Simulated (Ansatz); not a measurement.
C₂HF₂Si, SMILES `[C]#C[SiH](F)F` radical, 6 atoms. Total charge 0; spin multiplicity 2. All runs use 4 threads of a server CPU on a shared host. Correlated methods freeze the cores. Open-shell runs search over several starts.

(1) Give the basis size and wall time and peak host memory of each of these runs in Ansatz. UKS PBE0-D4/def2-TZVP relaxation (7 steps); UHF-CCSD(T)/def2-TZVPP energy; UHF-CCSD(T)/def2-SVP energy; UKS CAM-B3LYP-D4/def2-TZVPP energy; UKS PBE0-D4/def2-QZVPP energy; UKS ωB97M-V/def2-QZVPP energy; UKS ωB97M-V/def2-SVP energy; UKS PBE0-D4/def2-TZVP frequencies; UKS SPW92/def2-TZVPP energy; UKS PBE-D4/def2-TZVPP energy and forces; UKS B2PLYP (frozen core)/def2-TZVPP energy; UHF-MP2/def2-QZVPP energy. (Best estimate.)

## Answers

(1) The calculation gave: Other jobs shared the machine, so times are rough.

| level | job | functions | wall time | peak host memory (GiB) |
| --- | --- | --- | --- | --- |
| UKS SPW92/def2-TZVPP | energy | 180 | 5.5 s | 0.4 |
| UHF-CCSD(T)/def2-SVP | energy | 79 | 6 s | 0.39 |
| UKS ωB97M-V/def2-SVP | energy | 79 | 7 s | 0.34 |
| UKS CAM-B3LYP-D4/def2-TZVPP | energy | 180 | 8.5 s | 0.54 |
| UKS B2PLYP (frozen core)/def2-TZVPP | energy | 180 | 9 s | 0.47 |
| UKS PBE-D4/def2-TZVPP | energy and forces | 180 | 9.5 s | 0.41 |
| UKS PBE0-D4/def2-QZVPP | energy | 328 | 13 s | 1.1 |
| UKS PBE0-D4/def2-TZVP | relaxation (7 steps) | 167 | 30 s | 0.43 |
| UKS PBE0-D4/def2-TZVP | frequencies | 167 | 46 s | 0.43 |
| UKS ωB97M-V/def2-QZVPP | energy | 328 | 59 s | 1.8 |
| UHF-MP2/def2-QZVPP | energy | 328 | 66 s | 1.3 |
| UHF-CCSD(T)/def2-TZVPP | energy | 180 | 70 s | 2.9 |

The UHF reference is spin-contaminated (⟨S²⟩ = 1.18, T1 = 0.041).
